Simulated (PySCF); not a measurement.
## From computed data to an observable: oscillator strength and radiative lifetime

Al(F)2(OMe) (CH3AlF2O), SMILES C[O][Al]([F])[F].

Geometry optimised at B3LYP-D3(BJ)/def2-SVP. The values are those of a single conformer.

PySCF 2.14.0 with TDDFT-LC-ωPBE/def2-SVPD puts the first singlet state with f over 0.02 at 8.81 eV (vertical), with the transition dipole (-0.088, -0.682, 0.000) in atomic units.

Find the oscillator strength, the wavelength and the radiative lifetime that this transition would have in vacuum if emission retraced absorption.


|μ|² = 0.4729 au, so |μ| = 1.75 D. ΔE = 8.81/27.211 = 0.3238 hartree. f = (2/3) ΔE |μ|² = 0.102 (the program prints 0.102).
λ = 1239.84/8.81 = 141 nm; ν = 71057 cm⁻¹.
Einstein's coefficient A = 0.6670 ν² f s⁻¹ (ν in cm⁻¹) = 3.4e8 s⁻¹, so τ = 1/A = 2.9 ns. This state is S4; the lower singlets have f = 0.019, 0.011, 0.003. The figure is the radiative limit of this one transition; relaxation, internal conversion, crossing to triplets and a medium change what is measured.
